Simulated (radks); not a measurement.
Results of a calculation; reference values are marked as such.
All-electron atom: the silver ion Ag19+ in [Ar] 3d10.

Code: a radial shooting solver on a logarithmic mesh with Libxc functionals. Model: scalar-relativistic Kohn-Sham, PBE, spin-polarised, spherical densities, point nucleus.

Energy parts (hartree):
part                        energy
total                  -5168.68666
kinetic                 5374.84976
electron-nucleus      -11920.09126
Hartree                 1508.66777
exchange-correlation    -132.11293

Orbitals (lengths in bohr, moments of r in powers of bohr; <r^-3> diverges for s and p1/2; r(max) is where P^2 peaks):
orbital,occ.,eigenvalue (hartree),<r^-3>,r(max),<r>,<1/r>
1s,2,-950.5113,-,0.02016,0.03111,49.44
2s,2,-156.2087,-,0.1139,0.1347,11.25
2p,6,-142.1594,3790,0.09105,0.1175,10.86
3s,2,-43.33994,-,0.3303,0.3635,4.003
3p,6,-38.70463,700.8,0.3229,0.3609,3.824
3d,10,-31.47615,97.20,0.2696,0.3355,3.613
4s,0,-19.01738,-,0.7503,0.7741,1.829
4p,0,-17.37312,193.2,0.7731,0.7982,1.741

The highest occupied level is 3d at -856.51 eV. The density falls to 0.001 e/bohr^3 at r = 1.16 bohr.
